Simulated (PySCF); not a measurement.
Species: C4H9P2Si (doublet state).
Cartesian coordinates in Å at the GFN2-xTB level; atoms count from 1:
```
atom  x, y, z in Å
C1     3.1519   -0.6673    0.2783
C2     1.8560   -0.3669    0.2019
C3     1.2948    0.8572    0.6990
C4    -0.0045    1.2010    0.6286
Si5   -1.4117    0.2968   -0.2176
P6    -3.2534    0.9052    0.9473
P7    -1.2561   -1.9606   -0.2349
H8     3.8628    0.0128    0.7189
H9     3.5451   -1.5960   -0.0959
H10    1.1627   -1.0684   -0.2487
H11    1.9964    1.5268    1.1850
H12   -0.2845    2.1690    1.0304
H13   -3.1573    2.2439    0.6156
H14   -4.1499    0.6560   -0.0784
H15   -0.7893   -2.0484   -1.5369
H16   -2.5705   -2.1522   -0.6367
```

The hyperfine couplings belong to this conformer and change with its torsions.

As a line formula: `[Si](P)(P)/C=C\C=C` [radical].

The calculation used UKS B3LYP, pcH-1 on C H P Si, non-relativistic, mean-field spin-orbit, GIAO (PySCF 2.14.0). Isolated species at its GFN2-xTB geometry (one conformer only). A GFN2-xTB geometry isn't a minimum of the functional, and hyperfine couplings can be far from their values at a DFT geometry, by a factor of two or more for some ions and for spin on atoms past the first row. The SCF solution wasn't tested for stability.

Question: Predict the first-order ENDOR lines of H13/H14/H15/H16, H11, H9, H8, H12, H10 and P6/P7 under fast tumbling at B = 332.9 mT (X band).

Answer: ν± = |νn ± a/2|, one line for each electron-spin manifold; νn = |g_N| × 7.62259 MHz/T × B.

| nuclei | isotope | g_N | νn (MHz) | a_iso (MHz) | lower line (MHz) | upper line (MHz) |
| --- | --- | --- | --- | --- | --- | --- |
| H13/H14/H15/H16 | 1H | 5.5857 | 14.17 | 17.23 | 5.56 | 22.79 |
| H11 | 1H | 5.5857 | 14.17 | -7.35 | 10.50 | 17.85 |
| H9 | 1H | 5.5857 | 14.17 | -7.27 | 10.54 | 17.81 |
| H8 | 1H | 5.5857 | 14.17 | -6.83 | 10.76 | 17.59 |
| H12 | 1H | 5.5857 | 14.17 | 5.84 | 11.25 | 17.10 |
| H10 | 1H | 5.5857 | 14.17 | 3.49 | 12.43 | 15.92 |
| P6/P7 | 31P | 2.2632 | 5.74 | -1.44 | 5.02 | 6.46 |

Question: Which pairs are centred on the nuclear Larmor frequency, and which on half the coupling?

Answer: Centred on νn, since |a| < 2νn: H13/H14/H15/H16, H11, H9, H8, H12, H10 and P6/P7. No pair has |a| > 2νn.

Means are taken over nuclei equivalent by connectivity, which assumes that they swap fast. The 1H value of +17.2 MHz is a mean of couplings from -0.2 to 33.2 MHz in this one geometry, not an average over conformers. The 31P value of -1.4 MHz is a mean of couplings from -11.9 to 9.0 MHz in this one geometry, not an average over conformers.

The Mulliken spin populations are largest on Si5 (+0.71), C3 (+0.18), C1 (+0.11) and C4 (-0.11). The positive populations add up to 1.19 and the negative ones to -0.19, together 2S = 1. The angles at Si5 add up to 329.2°, so it is pyramidal.
